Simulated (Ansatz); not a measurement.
`[F][Mo]([F])([F])([Cl])([Cl])[Cl]`, charge 0, multiplicity 1.

Q: Give a relaxed structure at PBE0-D4/def2-TZVP (Ansatz 0.2.0). (Best estimate.)

A: Ansatz gave: 
```xyz
7

F    -1.570   -0.794   -0.631
Mo   -0.006   -0.047   -0.021
F     0.363   -1.672    0.753
F     0.791   -0.693   -1.545
Cl   -0.506    1.866   -1.100
Cl   -1.058    0.605    1.861
Cl    1.986    0.735    0.683
```
Point group C3v.
